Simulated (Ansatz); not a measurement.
`BC[NH][GeH3]` → `B[N](C)[GeH3]`  (isomerisation)

Calculated with Ansatz (gas phase, PBE0-D4/def2-TZVP geometries, no zero-point term in ΔE). CBS: MP2 limit from def2 TZ/QZ plus the TZ coupled-cluster correction, frozen cores. Functionals use def2-TZVPP. B3LYP here is the variant with VWN-RPA as its local correlation; programs differ in this. HSE06 is defined as in plane-wave codes. For Ge outer-core shells are correlated without core-valence functions, which leaves a few kJ/mol of doubt a bond. Scalar relativity is left out up to krypton. One conformer a species, not always the lowest.

```json
{"level": "PBE-D4", "ΔE (kcal/mol)": "-35.7", "difference from CCSD(T)/CBS": "3.9"}
{"level": "revPBE-D4", "ΔE (kcal/mol)": "-36.1", "difference from CCSD(T)/CBS": "3.5"}
{"level": "r2SCAN-D4", "ΔE (kcal/mol)": "-36.9", "difference from CCSD(T)/CBS": "2.7"}
{"level": "HSE06-D4", "ΔE (kcal/mol)": "-36.7", "difference from CCSD(T)/CBS": "2.9"}
{"level": "PBE-QIDH", "ΔE (kcal/mol)": "-38.7", "difference from CCSD(T)/CBS": "0.9"}
{"level": "PBE", "ΔE (kcal/mol)": "-35.2", "difference from CCSD(T)/CBS": "4.4"}
{"level": "B3LYP", "ΔE (kcal/mol)": "-38.3", "difference from CCSD(T)/CBS": "1.3"}
{"level": "r2SCANh", "ΔE (kcal/mol)": "-37.1", "difference from CCSD(T)/CBS": "2.5"}
{"level": "HSE06", "ΔE (kcal/mol)": "-36.3", "difference from CCSD(T)/CBS": "3.3"}
{"level": "CAM-B3LYP", "ΔE (kcal/mol)": "-38.9", "difference from CCSD(T)/CBS": "0.7"}
{"level": "LC-ωPBE", "ΔE (kcal/mol)": "-37.7", "difference from CCSD(T)/CBS": "1.9"}
{"level": "MP2/def2-SVP", "ΔE (kcal/mol)": "-42.7", "difference from CCSD(T)/CBS": "-3.1"}
{"level": "CCSD/def2-SVP", "ΔE (kcal/mol)": "-42.6", "difference from CCSD(T)/CBS": "-3.0"}
{"level": "SCS-MP2/def2-TZVPP", "ΔE (kcal/mol)": "-41.5", "difference from CCSD(T)/CBS": "-1.9"}
{"level": "MP2/def2-QZVPP", "ΔE (kcal/mol)": "-40.3", "difference from CCSD(T)/CBS": "-0.7"}
{"level": "MP2/CBS(def2)", "ΔE (kcal/mol)": "-39.9", "difference from CCSD(T)/CBS": "-0.3"}
{"level": "CCSD(T)/CBS", "ΔE (kcal/mol)": "-39.6", "difference from CCSD(T)/CBS": "0"}
```

Largest T1 diagnostic among the species: 0.013.

Leaving LDA and LC-ωPBE aside and taking each functional with its dispersion term where it has one, the values, not all of them listed here, spread over 4.7 kcal/mol, from BHLYP-D4 to PBE-D4. From BLYP to BHLYP (50 % exact exchange), in def2-TZVPP and without D4, ΔE moves by −2.2 kcal/mol.
